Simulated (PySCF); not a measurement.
Homolysis of single bonds, series Al I-H. All species are isolated molecules in the gas phase. Strings in code marks are SMILES.

The dipole moment from two functionals at the same geometries (PBE0-D3(BJ)/def2-TZVP), both in PySCF: PBE-D3(BJ)/def2-TZVP and ωB97X-D3(BJ)/def2-TZVP. 

```
species                             ωB97X-D3(BJ)/def2-TZVP (D)
----------------------------------  --------------------------
whole molecule (`[I][Al]([I])[I]`)                        0.00
radical fragment (`[I][Al][I]`)                           1.14
whole molecule (`[I][AlH][I]`)                            0.64
radical fragment (`[I][AlH]`)                             1.44
whole molecule (`[AlH2][I]`)                              1.09
whole molecule (`[AlH3]`)                                 0.00
```

Task: What does PBE-D3(BJ)/def2-TZVP give for each?

Result: 
- whole molecule (`[I][Al]([I])[I]`): 0.00
- radical fragment (`[I][Al][I]`): 0.89
- whole molecule (`[I][AlH][I]`): 0.44
- radical fragment (`[I][AlH]`): 1.15
- whole molecule (`[AlH2][I]`): 0.84
- whole molecule (`[AlH3]`): 0.00
Over these rows, drawn at random from the members with no instability flagged (it was tested for open shells, ions and some series alone), PBE minus ωB97X-D3(BJ): mean -0.17 D, from -0.30 D to 0.00 D.
